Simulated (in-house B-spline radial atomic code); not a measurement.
# The praseodymium ion Pr⁺: [Xe] 4f3 6s1

Computed with a radial B-spline atomic code at the basis-set limit: Dirac-Kohn-Sham LC-wPBE, spherical fractional occupations, exact exchange averaged over the configuration, Fermi nucleus of rms radius 4.8919 fm.

Effective charges: Z_r = [3n² - l(l+1)]/(2<r>) from the radius, Z_e = n√(-2ε) from the energy, and Slater's rules. Values are occupation-weighted means over j. An effective charge above Z reflects the relativistic contraction of the inner shells.

```
shell  electrons   ε (eV)  <r> (bohr)    Z_r    Z_e  Slater
   1s          2   -41786     0.02409  62.26  55.42   58.70
   2s          2    -6729      0.1026  58.50  44.48   54.85
   2p          6  -6038.4     0.09026  55.40  42.13   54.85
   3s          2  -1460.9      0.2719  49.65  31.09   47.75
   3p          6  -1240.1      0.2699  46.32  28.64   47.75
   3d         10  -922.16      0.2475  42.42  24.70   37.85
   4s          2  -299.76      0.6227  38.54  18.78   31.25
   4p          6  -227.32      0.6591  34.89  16.35   31.25
   4d         10  -121.59      0.7283  28.84  11.96   19.85
   5s          2  -50.759       1.521  24.66   9.66   10.70
   5p          6  -31.974       1.759  20.75   7.66   10.70
   4f          3  -11.769       1.145  15.72   3.72   12.30
   6s          1  -10.328       4.174  12.94   5.23    3.20
```

The least bound orbital is 6s1/2 at -10.33 eV, and it is also the most diffuse (<r> = 4.174 bohr).

Spin-orbit splittings of the orbital energies (j = l + 1/2 above j = l - 1/2 when positive): 2p 482.2 eV, 3p 95.54 eV, 3d 20.59 eV, 4p 20.51 eV, 4d 3.601 eV, 5p 2.892 eV, 4f 0.3446 eV.

For the 1s electron the small component carries 4.78 % of the norm, the zero-frequency Breit interaction raises the level by 115.8 eV, self-energy by 67.97 eV, and vacuum polarisation lowers it by 10.28 eV.
